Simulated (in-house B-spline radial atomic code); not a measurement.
Values are calculated unless marked as measured or tabulated.
# Weak and strong correlation along the adiabatic connection

Two-electron singlets in several external potentials (atomic units), by full CI in B-splines with partial waves to l = 8 (correlation energies up to 0.6 % small). The repulsion is scaled by λ at fixed density; W(λ) is the mean repulsion less the Hartree energy, W(0) = E_x, and the area under W from 0 to 1 is E_xc.

One system gave this curve:

```json
{"λ": "0", "W (hartree)": "-0.49282"}
{"λ": "0.02", "W (hartree)": "-0.49481"}
{"λ": "0.05", "W (hartree)": "-0.49773"}
{"λ": "0.12", "W (hartree)": "-0.50423"}
{"λ": "0.25", "W (hartree)": "-0.51521"}
{"λ": "0.4", "W (hartree)": "-0.52636"}
{"λ": "0.6", "W (hartree)": "-0.53912"}
{"λ": "0.8", "W (hartree)": "-0.54993"}
{"λ": "1", "W (hartree)": "-0.55917"}
{"λ": "1.4", "W (hartree)": "-0.57409"}
{"λ": "2", "W (hartree)": "-0.59042"}
{"λ": "3", "W (hartree)": "-0.60842"}
{"λ": "4.5", "W (hartree)": "-0.62483"}
{"λ": "7", "W (hartree)": "-0.64039"}
{"λ": "10", "W (hartree)": "-0.65118"}
```

(1) Which system is it?
A. −Z/r, Z = 3.48, wall at 0.473 bohr
B. −Z/r, Z = 1.1, wall at 0.91 bohr
C. −Z/r, Z = 0.5, wall at 1.4 bohr
D. −V exp(−r²/w²), V = 6.69, w = 7.55

Answers

(1) D. The exchange energy sets the size: −V exp(−r²/w²), V = 6.69, w = 7.55: E_x = -0.493, E_c = -0.0379; −Z/r, Z = 3.48, wall at 0.473 bohr: E_x = -4.21, E_c = -0.0477; −Z/r, Z = 1.1, wall at 0.91 bohr: E_x = -2.06, E_c = -0.0481; −Z/r, Z = 0.5, wall at 1.4 bohr: E_x = -1.3, E_c = -0.0473 hartree.
